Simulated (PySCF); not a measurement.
A GIAO shielding run with PySCF 2.14.0 with density-fitted response routines (density fitting, non-relativistic, gas phase) on `CCO[C@@H]1CC[SiH2]O1`, C$_{5}$H$_{12}$O$_{2}$Si:

```
$ OMP_NUM_THREADS=1 python probes_run.py task.json out

{"job": {"kind": "nmr", "xc": "PBE0", "basis": "pcSseg-1"}, "charge": 0, "multiplicity": 1}
C      2.836264     0.962531     0.299597
C      1.858950    -0.181208     0.508055
O      0.773255    -0.015168    -0.388266
C     -0.224128    -0.974415    -0.257737
C     -1.292406    -0.685508    -1.315047
C     -2.138629     0.471017    -0.781409
Si    -2.010591     0.207804     1.102122
O     -0.823423    -0.922036     1.006122
H      3.201196     0.957122    -0.723722
H      3.676260     0.858432     0.980693
H      2.339598     1.910763     0.484120
H      1.485024    -0.189017     1.540081
H      2.344982    -1.149838     0.311397
H      0.206054    -1.988006    -0.358095
H     -0.808904    -0.454334    -2.263011
H     -1.903382    -1.580907    -1.432168
H     -3.145211     0.440642    -1.191544
H     -1.693213     1.420216    -1.075303
H     -1.554930     1.397559     1.816802
H     -3.131914    -0.474969     1.734276
```

Hardware: 1 thread of an Intel Xeon, shared host. The job also computes population analyses, field gradients, ring-centre shieldings.

Question: How large is the calculation?

Answer: 72 electrons, 203 basis functions and 1074 auxiliary functions.

Question: How long does it take, and how much memory does it need?

Answer: 56 s of wall time, with 13 SCF cycles and 4 response iterations; peak memory 0.92 GiB. Times on a shared host scatter by some tens of per cent.
